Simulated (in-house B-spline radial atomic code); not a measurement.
Whole-atom quantities along the 7-electron series, configuration [He] 2s2 2p3. Breit and QED terms are first order and not part of the total energy; the density at the nucleus is averaged over the nuclear charge. Computed with an all-electron radial atomic-structure program (B-spline basis): Dirac-Hartree-Fock, average of the configuration, finite nuclei.

```
  ion   Z  E/Z² (Eh)  Σ<r²> (bohr²)  n(0)/Z³ (bohr⁻³)  Lamb diamagnetic shielding (ppm)  repulsion over attraction  Breit energy (eV)  self-energy (eV)  vacuum polarisation (eV)  Dirac less non-relativistic energy (Eh)
Cr17+  24    -1.4615        0.39611            0.8203                           1324.89                   0.053453             7.4162            7.0054                  -0.56556                                  -5.9113
Mn18+  25     -1.469         0.3606           0.83437                           1385.09                   0.051399             8.4412            8.0726                  -0.66648                                  -7.0087
Fe19+  26    -1.4761        0.32962           0.84919                           1445.52                   0.049494             9.5576            9.2486                  -0.78046                                  -8.2538
Co20+  27    -1.4829        0.30241            0.8644                           1506.19                   0.047722             10.769             10.54                   -0.9086                                  -9.6596
Ni21+  28    -1.4893         0.2784           0.88086                            1567.1                   0.046068             12.081            11.952                   -1.0521                                   -11.24
Cu22+  29    -1.4953         0.2571           0.89657                           1628.27                   0.044523             13.496            13.492                   -1.2122                                  -13.009
Zn23+  30    -1.5012        0.23811            0.9136                           1689.72                   0.043076             15.018            15.166                   -1.3902                                  -14.981
```

(1) With what power of Z does the column «Σ<r²> (bohr²)» change over this range?

## Answers

(1) A fit of the logarithm of its size against log Z from Z = 24 to 30 has slope -2.28. Unscreened non-relativistic hydrogenic orbitals would give -2.
